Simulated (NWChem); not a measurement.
System meant: BiHOBr₂; SMILES [OH][Bi]([Br])[Br]

Here is an NWChem input.

```
start job
memory heap 200 mb stack 900 mb global 1100 mb
geometry units angstroms noautoz
  Bi    -0.668271     0.162234     0.000000
  Br     1.049816     0.059694    -1.975542
  Br     1.049816     0.059694     1.975542
  O     -1.281667    -1.815753     0.000000
  H     -0.546679    -2.444798     0.000000
end
basis spherical
  Bi library def2-svp
  Br library def2-svp
  O library def2-svp
  H library def2-svp
end
dft
  xc xpbe96 cpbe96
  iterations 150
  mulliken
end
task dft energy
```

End of the output:

```
          Convergence Information
          -----------------------
          Convergence aids based upon iterative change in
          total energy or number of iterations.
          Levelshifting, if invoked, occurs when the
          HOMO/LUMO gap drops below (HL_TOL):  1.00D-02
          DIIS, if invoked, will attempt to extrapolate
          using up to (NFOCK): 10 stored Fock matrices.

                    Damping( 0%)  Levelshifting(0.5)       DIIS
                  --------------- ------------------- ---------------
          dE  on:    start            ASAP                start
          dE off:    2 iters        150 iters           150 iters

      Screening Tolerance Information
      -------------------------------
          Density screening/tol_rho:  1.00D-10
          AO Gaussian exp screening on grid/accAOfunc:  14
          CD Gaussian exp screening on grid/accCDfunc:  20
          XC Gaussian exp screening on grid/accXCfunc:  20
          Schwarz screening/accCoul:  1.00D-08

      Superposition of Atomic Density Guess
      -------------------------------------

      charge =      83.0 Bi (Bismuth)

      symmetry species            s     p     d     f
      number of basis functions =10     7     6     0
      number of cont. functions = 4     4     2     0
      number of closed shells   = 6     4     3     1
      number of open shells     = 0     1     0     0
      open shell occupation     = 0     3     0     0
 ------------------------------------------------------------------------
 atomscf:atomd: error in atom scf                   0
 ------------------------------------------------------------------------
 ------------------------------------------------------------------------
  current input line :
    21: task dft energy
 ------------------------------------------------------------------------
 ------------------------------------------------------------------------
 This error has not yet been assigned to a category
 ------------------------------------------------------------------------
 For more information see the NWChem manual at https://nwchemgit.github.io

0:atomscf:atomd: error in atom scf:Received an Error in Communication
```

What is wrong, and how is it mended?

The run crashed. Cause: the def2 basis of a heavy element holds valence functions alone and wants its effective core potential (without it all electrons must fit into that basis). This input runs:
```
start job
memory heap 200 mb stack 900 mb global 1100 mb
geometry units angstroms noautoz
  Bi    -0.668271     0.162234     0.000000
  Br     1.049816     0.059694    -1.975542
  Br     1.049816     0.059694     1.975542
  O     -1.281667    -1.815753     0.000000
  H     -0.546679    -2.444798     0.000000
end
basis spherical
  * library def2-svp
end
ecp
  Bi library def2-ecp
end
dft
  xc xpbe96 cpbe96
  iterations 150
  mulliken
end
task dft energy
```
It converges to -5437.36696 Ha (PBE/def2-SVP with def2 effective core potentials on Bi).
